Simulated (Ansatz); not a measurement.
`N[SiH](O)[Si](N)(Cl)Cl` + `[CH3][SnH3]` → `C[Si](N)(Cl)Cl` + `N[SiH](O)[SnH3]`  (redistribution)

Calculated with Ansatz (gas phase, PBE0-D4/def2-TZVP geometries, no zero-point term in ΔE). CBS: MP2 limit from def2 TZ/QZ plus the TZ coupled-cluster correction, frozen cores. DFT in def2-TZVPP. def2 core potentials past Kr. For Sn outer-core shells are correlated without core-valence functions, which leaves a few kJ/mol of doubt a bond. Each species was taken in one conformer, which may not be the lowest.

```csv
species,r2SCAN-D4 energy (Eh)
`N[SiH](O)[Si](N)(Cl)Cl`,-1687.89256
`[CH3][SnH3]`,-256.05502
`C[Si](N)(Cl)Cl`,-1305.86734
`N[SiH](O)[SnH3]`,-638.09921
```

Task: Work out ΔE.

Result: ΔE = (-1305.86734) + (-638.09921) − (-1687.89256) − (-256.05502) = -0.01897 Eh = -11.9 kcal/mol. CCSD(T)/CBS gives -11.4 kcal/mol.

Largest T1 diagnostic among the species: 0.013.

In def2-TZVPP, CCSD(T) changes the Hartree–Fock value by +2.1 kcal/mol (the triples alone add +0.6 kcal/mol) and MP2 by +1.4 kcal/mol. The D4 term adds +1.2 kcal/mol with B3LYP and +0.8 kcal/mol with PBE0; it sums over pairs of atoms, weighted by their polarisabilities, and B3LYP, whose exchange is more repulsive, gets the larger term. From PBE to PBE0 (25 % exact exchange), in def2-TZVPP and without D4, ΔE moves by −1.0 kcal/mol.

B3LYP here is the variant with VWN-RPA as its local correlation; programs differ in this.
